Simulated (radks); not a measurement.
Coulomb parameter of the 4f shell of the dysprosium ion Dy+ in the model configuration [Xe] 4f9.5 6s1.5, as a second difference U = [E(n + 0.25) + E(n - 0.25) - 2 E(n)] / (0.25)^2 with all orbitals relaxed. "Bare": the charge of the atom changes with n. "Screened": the 6s shell takes up the change at fixed total charge, which measures U(4f,4f) + U(6s,6s) - 2 U(4f,6s). Calculated with a radial shooting solver on a logarithmic mesh with Libxc functionals: scalar-relativistic Kohn-Sham, BLYP, spin-unpolarised, spherical densities, finite nucleus; Fermi nuclear charge, rms radius 5.2218 fm.

| case | configuration | E - E(n) (eV) |
|---|---|---|
| start | [Xe] 4f9.5 6s1.5 | 0.000 |
| bare +0.25 | [Xe] 4f9.75 6s1.5 | -2.853 |
| bare -0.25 | [Xe] 4f9.25 6s1.5 | 3.833 |
| screened +0.25 | [Xe] 4f9.75 6s1.25 | -0.717 |
| screened -0.25 | [Xe] 4f9.25 6s1.75 | 1.148 |

U(bare) = 15.678 eV, U(screened by 6s) = 6.899 eV, against the Slater integral F0(4f,4f) = 30.483 eV with frozen orbitals.
